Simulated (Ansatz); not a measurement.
`[GaH2][CH]1B[SiH2]1` and `BrC1B[SiH2]1` differ in one atom or group.

Ansatz, PBE0-D4/def2-TZVP geometries, multiplicity 1. 

Scalar relativity is left out up to krypton. Spin–orbit coupling is left out; it splits and shifts lone-pair levels of the heavy atoms by tenths of an eV.

```tsv
property	`[GaH2][CH]1B[SiH2]1`
size of the dipole moment (B3LYP/def2-TZVPP) / D	0.65
HOMO–LUMO gap (PBE0/def2-TZVPP) / eV	5.42
HOMO–LUMO gap (PBE/def2-TZVPP) / eV	3.56
size of the dipole moment (PBE/def2-TZVPP) / D	0.66
HOMO energy (B3LYP/def2-TZVPP) / eV	-6.82
LUMO energy (B3LYP/def2-TZVPP) / eV	-1.79
```

Q: Give the same properties after the change, and the shifts. (Best estimate.)

A: Ansatz gave: 
```tsv
property	`BrC1B[SiH2]1`	shift
size of the dipole moment (B3LYP/def2-TZVPP) / D	2.22	1.57
HOMO–LUMO gap (PBE0/def2-TZVPP) / eV	5.05	-0.37
HOMO–LUMO gap (PBE/def2-TZVPP) / eV	3.18	-0.38
size of the dipole moment (PBE/def2-TZVPP) / D	2.01	1.35
HOMO energy (B3LYP/def2-TZVPP) / eV	-6.85	-0.03
LUMO energy (B3LYP/def2-TZVPP) / eV	-2.18	-0.39
```

The zero-point energy changes by -34.0 kJ/mol with -6 modes. Dipoles are sizes alone; their direction can turn.

Positive LUMOs are unbound, so they and the gaps depend on the basis.

B3LYP here is the variant with VWN-RPA as its local correlation; programs differ in this.
